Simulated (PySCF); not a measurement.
Isomers of C9H17Al, from PBE0-D3(BJ)/def2-SVP geometry optimisation, gas phase (PySCF 2.14.0). One conformer each, no zero-point energy, no frequencies.

Problem. Which isomer lies lower at this level?
A. `[CH2:1]1[CH2:2][CH2:3][CH:4]([C@H:5]2[CH2:6][CH2:7][AlH:8][CH2:9]2)[CH2:10]1` with C3–C4–C5–C6 177°, C10–C1–C2–C3 6°, C1–C2–C3–C4 20°, C2–C3–C4–C5 -163°, C4–C5–C6–C7 179°: A = 2853, B = 581.2, C = 502.0 MHz, dipole 0.12 D
B. `[CH2:1]1[CH2:2][CH2:3][CH:4]([C@H:5]2[CH2:6][CH2:7][CH2:8][AlH:9]2)[CH2:10]1` with C3–C4–C5–C6 165°, C10–C1–C2–C3 -5°, C1–C2–C3–C4 -21°, C2–C3–C4–C5 164°, C4–C5–C6–C7 85°: A = 2165, B = 712.0, C = 701.2 MHz, dipole 0.63 D

Solution. A. That is `C1CCC([C@H]2C[CH2][AlH][CH2]2)C1`, 2.5 kcal/mol below the other.

```csv
SMILES,mapped SMILES,E (Eh),relative (kcal/mol),relative (kJ/mol),dipole (D)
C1CCC([C@H]2C[CH2][AlH][CH2]2)C1,[CH2:1]1[CH2:2][CH2:3][CH:4]([C@H:5]2[CH2:6][CH2:7][AlH:8][CH2:9]2)[CH2:10]1,-594.77361,0.0,0.0,0.12
C1CCC([C@H]2CC[CH2][AlH]2)C1,[CH2:1]1[CH2:2][CH2:3][CH:4]([C@H:5]2[CH2:6][CH2:7][CH2:8][AlH:9]2)[CH2:10]1,-594.76957,2.5,10.6,0.63
```
